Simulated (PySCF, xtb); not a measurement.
C4H2BrCl, SMILES C#C/C=C(/Cl)Br.

GFN2-xTB in xtb 6.7.1 at its own geometry gives an orbital gap of 3.44 eV and a dipole moment of 2.79 D.

Geometry: B3LYP-D3(BJ)/def2-SVP. The structure was generated by enumeration; whether it is a known compound was not checked.

Problem. What does PBE/def2-TZVP run with PySCF give? (The exact figures need the calculation; the answer reports its results.)

Solution. gap 3.59 eV (levels -6.03 and -2.43 eV), dipole 0.79 D.
